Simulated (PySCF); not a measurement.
**TDDFT excited states: CH6B2O2**

Compound: CH6B2O2.
SMILES: `BOBOC`

Method used: TDDFT CAM-B3LYP/def2-SVPD, vertical, gas phase, core orbitals frozen in the response in PySCF 2.14.0, density-fitted response routines. One conformer (not necessarily the lowest) at the PBE0-D3(BJ)/def2-SVP geometry, without solvent, vibrations or thermal averaging.

Question: Predict the UV-vis stick spectrum at this level.

Answer: 

```
state  E (eV)  λ (nm)       f  main configurations (H = HOMO, L = LUMO)
   S1    5.78   214.7  0.0000                    H→L (86%), H-2→L (10%)
   S2    7.89   157.2  0.0085                               H→L+1 (89%)
   S3    8.04   154.2   0.244                   H→L+2 (82%), H-1→L (9%)
   S4    8.30   149.4  0.0029                    H-2→L (74%), H→L (10%)
   S5    8.39   147.7   0.013     H-1→L (61%), H-3→L (20%), H→L+2 (10%)
   S6    8.50   145.8   0.029                             H-1→L+2 (88%)
```

The lowest singlet lies at 5.78 eV (215 nm, ultraviolet) and is dark (f under 0.0005); its leading configuration is HOMO→LUMO (86%). The strongest level in the table is S3 at 8.04 eV (154 nm, f = 0.244). Löwdin shares by element: HOMO oxygen 44%, boron 21% or more, hydrogen 12% or more (atoms not listed hold the other 22%); LUMO boron 44% or more, oxygen 24% or more, hydrogen 23% or more. Weighted by f, the mean energy of these states is 8.10 eV. The listed states span 2.73 eV, and the widest gap between neighbours is 2.11 eV (S1 to S2). The oscillator strengths of these states sum to 0.298; summed over the whole spectrum of an exact calculation they would give the number of electrons, 38 (Thomas–Reiche–Kuhn). Singlets were solved by full linear response.
